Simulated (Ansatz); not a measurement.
Two isomers of AlClH7NSi2: A = `[NH2][AlH][SiH]([SiH3])Cl`, B = `[SiH3][NH][AlH][SiH2]Cl`.

Computed with Ansatz on PBE0-D4/def2-TZVP structures; ΔE is electronic, products minus reactants. CCSD(T)/CBS is the MP2 limit (def2-TZVPP, def2-QZVPP) plus CCSD(T) − MP2 in def2-TZVPP, frozen cores. Functionals use def2-TZVPP. B3LYP here is the variant with VWN-RPA as its local correlation; programs differ in this. Each species was taken in one conformer, which may not be the lowest.

(1) Which is lower in electronic energy at CCSD(T)/CBS, and by how much? (Best estimate.)

(2) Give E(B) − E(A) in kJ/mol with B2PLYP, HF/def2-TZVPP, PBE-D4, B3LYP, B3LYP-D4, ωB97M-V, MP2/def2-TZVPP. (An estimate is asked.)

Largest T1 diagnostic: 0.012.

Results:

(1) Ansatz gave: B, by 45.0 kJ/mol.

(2) Computed: B2PLYP -46.1, HF/def2-TZVPP -60.5, PBE-D4 -24.4, B3LYP -40.6, B3LYP-D4 -42.5, ωB97M-V -48.0, MP2/def2-TZVPP -52.5. None reverses the order clearly.

In def2-TZVPP, CCSD(T) changes the Hartree–Fock value by +14.0 kJ/mol (the triples alone add +2.0 kJ/mol) and MP2 by +8.0 kJ/mol. From PBE to PBE0 (25 % exact exchange), in def2-TZVPP and without D4, E(B) − E(A) moves by −7.3 kJ/mol.
